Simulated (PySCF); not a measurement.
Simulation results for AlClH

Calculation on a computer-drawn molecule: vertical ionisation energy to the stated ion spin, frozen-core CCSD(T) at the basis limit and cheaper methods, single-reference cases, UHF for radicals, no spin-orbit; all values are single points at the evaluated structure, the first of each entry, which is the reference or a displaced copy of it and isn't optimised; the reference structure only sets the zero of the energies above reference; triples share is (T) over the correlation energy. Program: PySCF 2.14.0.

## AlClH

Evaluated structure:
```xyz
3
AlClH
Al    -0.6250     3.3281     2.6159
Cl    -2.4163     2.8352     2.4173
H      0.9284     3.7252     2.9670
```

Reference structure:
```xyz
3
AlClH
Al    -0.5374     3.3697     2.7010
Cl    -2.4770     2.9495     2.3909
H      0.9463     3.6911     2.9382
```

Settings of this run: charge 1, multiplicity 1, ion multiplicity 2, diffuse functions no, basis cc-pV(n+d)Z, reference is the Hartree-Fock double-zeta minimum, best is HF at quadruple zeta + MP2 correlation extrapolated from triple and quadruple zeta + CCSD(T) minus MP2 at triple zeta and basis step is the size of the change from the same recipe one zeta lower.

Drawn bonds:
```tsv
atom	other atom	order
1	2	1
1	3	1
```

Questions
1. AlClH: energy above reference basis step?
2. Give the table of triple zeta values for AlClH.

## Answers
1. 0.7675 kcal/mol
2. 
Triple zeta:
```tsv
method	ionisation energy (eV)	energy above reference (kcal/mol)
HF	18.65	7.825
PBE	18.85	7.936
r2SCAN	19	7.508
B3LYP	19.11	7.974
wB97X	19.6	7.146
MP2	19.3	8.409
CCSD	19.48	8.093
CCSD(T)	19.44	8.288
```

Further results for AlClH:

* ionisation energy best: 19.54 eV
* ionisation energy basis step: 0.04364 eV
* energy above reference best: 7.725 kcal/mol
* ionisation energy Koopmans at triple zeta: 19.73 eV
* ionisation energy EOM CCSD at triple zeta: 19.4 eV
* total energy HF triple zeta: -701.7935 hartree
* total energy CCSD(T) triple zeta: -702.0681 hartree
* total energy best: -702.1145 hartree
* T1 diagnostic at triple zeta: 0.009696
* D1 diagnostic at triple zeta: 0.02024
* ion T1 diagnostic at triple zeta: 0.03477
* ion D1 diagnostic at triple zeta: 0.1384
* ion spin squared at triple zeta: 0.763
* triples share at triple zeta: 0.03662
* basis functions triple zeta: 92
